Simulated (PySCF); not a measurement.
Compound: C4H3ClSe.
Structure used (PBE0-D3(BJ)/def2-SVP), in Å, numbered top down from 1:
```xyz
9
C4H3ClSe angstrom
Cl     3.4639    0.4991    0.4407
C      1.7644    0.4042    0.2627
C      1.0198   -0.7364    0.1577
C     -0.3815   -0.5007    0.0173
C     -0.7518    0.8132    0.0097
Se     0.7103    1.9427    0.1884
H      1.4715   -1.7290    0.1809
H     -1.1056   -1.3126   -0.0769
H     -1.7591    1.2173   -0.0851
```

Level: B3LYP/def2-SVPD in PySCF, non-relativistic, on one gas-phase PBE0-D3(BJ)/def2-SVP geometry that isn't relaxed in the solvent. The solvent is an IEF-PCM continuum (cavity from Bondi-type radii × 1.2). Only the electrostatic response of the medium enters. Spin–orbit coupling is left out although an atom past zinc is present.

Gas phase at B3LYP/def2-SVPD: HOMO -6.57 eV, LUMO -1.18 eV, dipole 1.51 D.

Task: What does the continuum do to the energy, the frontier levels and the dipole at B3LYP/def2-SVPD in dimethylsulfoxide and water?

Result: 
```csv
solvent,ε,E(solvent) − E(gas) (kcal/mol),polarisation term (kcal/mol),distortion of the solute (kcal/mol),HOMO (eV),LUMO (eV),dipole (D)
dimethylsulfoxide,46.83,-2.57,-2.93,0.36,-6.54,-1.12,2.09
water,78.36,-2.61,-2.99,0.38,-6.54,-1.12,2.10
```

The first energy column is the sum of the next two and covers electrostatics alone. From dimethylsulfoxide to water the lowering changes by a factor 1.02, Onsager's factor (ε − 1)/(2ε + 1) by 1.01 and ε itself by 1.7.

Task: Which radius a makes the point-dipole formula ΔE = −[(ε − 1)/(2ε + 1)]·μ²/a³ give the value in water, with the gas-phase dipole?

Result: μ = 0.594 au and |ΔE| = 0.00416 Eh give a = 1.83 Å; the farthest nucleus lies 3.02 Å from the centroid of the nuclei, so such a sphere wouldn't even hold the nuclei. The formula assumes a rigid point dipole at the centre of a sphere.

Task: Give the dipole vector in the frame of the coordinates (D, pointing from negative to positive charge), gas and water.

Result: Gas (-1.47, -0.30, -0.16), solvent (-2.05, -0.40, -0.22). Its length changes by +39 % and its direction by less than 1°.

Task: How does the static polarisability (B3LYP/def2-SVPD, frozen core, with the continuum's full static response) change?

Result: 
| medium | isotropic (au) | principal values (au) | ⟨r²⟩ of the electrons (bohr²) |
| --- | --- | --- | --- |
| gas | 84.5 | 54.9, 92.7, 105.9 | 946.2 |
| dimethylsulfoxide | 121.6 | 79.2, 137.0, 148.6 | 945.3 |
| water | 122.3 | 79.8, 137.8, 149.3 | 945.3 |

The isotropic value in water is 1.45 times the gas-phase one; no cavity-field correction is applied. ⟨r²⟩ is taken about the centre of nuclear charge.

On one thread of an Arm Neoverse N1, on a shared host, this took 28 s. This is the whole response run at B3LYP/def2-SVPD in water, SCF included.
